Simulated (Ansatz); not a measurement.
Calculated with Ansatz (gas phase, PBE0-D4/def2-TZVP geometries, no zero-point term in ΔE). CCSD(T)/CBS is the MP2 limit (def2-TZVPP, def2-QZVPP) plus CCSD(T) − MP2 in def2-TZVPP, frozen cores. This one scheme is used for every species, atoms too. DFT in def2-TZVPP. B3LYP here is the variant with VWN-RPA as its local correlation; programs differ in this. No spin–orbit coupling; open shells (•) take unrestricted orbitals. Spin–orbit coupling would lower the free atoms: a little for C; clearly for Ga. Bonds to Ga are less sure, by a few kJ/mol each and by 10 to 20 or more in all where they break to atoms, as the def2 sets lack core-valence functions. Scalar relativity is left out up to krypton. One conformer a species, not always the lowest.

Reaction (atomization): `C[CH2][GaH][NH2]` → 2 C• + Ga• + 8 H• + N•

| level | ΔE (kcal/mol) |
| --- | --- |
| PBE-D4 | 1001.4 |
| PBE0-D4 | 989.2 |
| B3LYP-D4 | 989.2 |
| ωB97X-V | 992.8 |
| BLYP | 972.7 |
| PBE0 | 984.9 |
| LC-ωPBE | 988.7 |
| MP2/def2-TZVPP | 976.2 |

Q: What does CCSD(T)/CBS give? (An estimate is asked.)

A: Ansatz gave: +993.0 kcal/mol. The listed levels differ from it by 8.4, -3.8, -3.8, -0.2, -20.3, -8.1, -4.3, -16.8 kcal/mol.

Largest T1 diagnostic among the species: 0.013.

From PBE to PBE0 (25 % exact exchange), in def2-TZVPP and without D4, ΔE moves by −11.4 kcal/mol: exact exchange takes away binding that semilocal exchange gives to molecules. In def2-TZVPP, CCSD(T) changes the Hartree–Fock value by +248.7 kcal/mol (the triples alone add +12.1 kcal/mol) and MP2 by +254.8 kcal/mol; breaking electron pairs costs correlation energy, which Hartree–Fock lacks.

For atomizations the MP2-based limit and the directly extrapolated one differ by several kJ/mol either way, and by 10 to 25 for some Ge, Se and Sn compounds, so smaller differences from it don't rank the levels.
